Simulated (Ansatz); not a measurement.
A run for Ansatz (an electronic-structure program): R-CCSD(T)/def2-QZVPPD on HI (SMILES I). Elements past Kr take the def2 small-core potentials; no spin–orbit coupling. Files ending in .json are basis or fitting sets from the Basis Set Exchange. The run froze 9 orbitals, filled d shells among them.

Ansatz 0.2 input:
```yaml
crystal:
  periodic: [false, false, false]
  atoms:
    - {symbol: I, position_ang: [-0.39162223, -1.06992824, 4.34973825]}
    - {symbol: H, position_ang: [-0.23285438, -0.45015162, 2.85377464]}
basis:
  gaussian:
    orbitals: def2-QZVPPD.json
magnetization: {spin_polarized: false}
correlation: {method: ccsd_t, electrons: outside_noble_gas}
scf: {lower_state_search: off}
```

Question: What total energy does the run end on?

Answer: -297.4395 hartree (reference determinant -297.2438, T1 diagnostic 0.008).
